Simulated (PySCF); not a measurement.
**Sc (scandium, neutral) across methods**

[Ar] 4s2 5s1, 2S determinant (an excited configuration). All numbers are calculated (PySCF 2.14, no relativity, point nucleus, in dyall-av2z). The B2PLYP total includes its PT2 part (frozen core); its orbital energies are those of the SCF part.

```json
{"method": "r2SCAN", "E (hartree)": "-760.321", "mean ε 4s α (eV)": "-8.138", "mean ε 4s β (eV)": "-8.119", "mean ε 5s α (eV)": "-1.499", "Σ⟨r²⟩ (bohr²)": "135.0", "⟨S²⟩": "0.750"}
{"method": "UHF", "E (hartree)": "-759.53359", "mean ε 4s α (eV)": "-10.269", "mean ε 4s β (eV)": "-10.138", "mean ε 5s α (eV)": "-2.207", "Σ⟨r²⟩ (bohr²)": "147.7", "⟨S²⟩": "0.750"}
{"method": "PBE", "E (hartree)": "-760.150", "mean ε 4s α (eV)": "-8.094", "mean ε 4s β (eV)": "-8.017", "mean ε 5s α (eV)": "-1.541", "Σ⟨r²⟩ (bohr²)": "132.4", "⟨S²⟩": "0.750"}
{"method": "TPSSh", "E (hartree)": "-760.386", "mean ε 4s α (eV)": "-8.466", "mean ε 4s β (eV)": "-8.406", "mean ε 5s α (eV)": "-1.590", "Σ⟨r²⟩ (bohr²)": "140.3", "⟨S²⟩": "0.750"}
{"method": "PBE0", "E (hartree)": "-760.193", "mean ε 4s α (eV)": "-8.834", "mean ε 4s β (eV)": "-8.751", "mean ε 5s α (eV)": "-1.780", "Σ⟨r²⟩ (bohr²)": "135.9", "⟨S²⟩": "0.750"}
{"method": "wB97X", "E (hartree)": "-760.381", "mean ε 4s α (eV)": "-10.755", "mean ε 4s β (eV)": "-10.759", "mean ε 5s α (eV)": "-2.356", "Σ⟨r²⟩ (bohr²)": "142.4", "⟨S²⟩": "0.750"}
{"method": "PW91", "E (hartree)": "-760.388", "mean ε 4s α (eV)": "-8.130", "mean ε 4s β (eV)": "-8.046", "mean ε 5s α (eV)": "-1.547", "Σ⟨r²⟩ (bohr²)": "131.4", "⟨S²⟩": "0.750"}
{"method": "B2PLYP", "E (hartree)": "-760.171", "mean ε 4s α (eV)": "-9.339", "mean ε 4s β (eV)": "-9.264", "mean ε 5s α (eV)": "-1.843", "Σ⟨r²⟩ (bohr²)": "138.8", "⟨S²⟩": "0.750"}
```

Task: Estimate the same row for LDA.

Result: E (hartree) = -758.437; mean ε 4s α (eV) = -8.209; mean ε 4s β (eV) = -8.145; mean ε 5s α (eV) = -1.541; Σ⟨r²⟩ (bohr²) = 128.7; ⟨S²⟩ = 0.750.

The outer electron is Rydberg-like, and this basis confines it to a smaller radius and binds it less than a complete one would.
